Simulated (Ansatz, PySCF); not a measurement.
Species: sum formula NaOH, charge 0, multiplicity 1. SMILES: [OH][Na]
Geometry: optimised at B3LYP-D3(BJ)/def2-TZVP (Ansatz, an electronic-structure program).

Wanted: atomisation energy (electronic, to ground-state atoms), in kcal/mol. Correlated levels leave the core frozen unless marked. Open shells are spin-unrestricted. Spin-orbit coupling is left out. No relativistic terms. The coupled-cluster limit lacks core correlation, which all-electron functionals hold. Basis-set limits of correlation are two-point, X^-3; Hartree-Fock from the larger set. [CCSD(T)-MP2]/basis is that difference in the basis named.

```
level                                                              program  atomisation energy (kcal/mol)  minus last row
----------------------------------------------------------  --------------  -----------------------------  --------------
HF/def2-SVPD                                                        Ansatz                          110.3           -77.5
revPBE-D3(BJ)/def2-TZVPD                                    Ansatz + dftd3                          180.4            -7.4
TPSS-D4/def2-TZVPD                                           PySCF + dftd4                          182.6            -5.2
B3LYP-D4/def2-TZVPD                                         Ansatz + dftd4                          182.9            -4.9
PBE0/def2-TZVP                                                      Ansatz                          175.2           -12.6
HSE06-D3(BJ)/def2-TZVPD                                     Ansatz + dftd3                          178.0            -9.8
B2GP-PLYP/def2-TZVPD                                                Ansatz                          181.6            -6.2
PBE-QIDH/def2-TZVPD                                                 Ansatz                          177.8           -10.0
MP2/6-31G                                                           Ansatz                          141.0           -46.8
RI-MP2/def2-TZVPP                                                   Ansatz                          184.8            -3.0
SCS-MP2/def2-SVP                                                    Ansatz                          165.7           -22.1
CCSD/def2-SVPD                                                      Ansatz                          175.3           -12.5
CCSD(T)/def2-SVPD                                                   Ansatz                          178.3            -9.5
RI-MP2/CBS(def2-TZVPP,def2-QZVPP)+[CCSD(T)-MP2]/def2-QZVPP          Ansatz                          188.3             0.5
CCSD(T)/CBS(def2-TZVPPD,def2-QZVPPD)                                Ansatz                          187.8             0.0
```
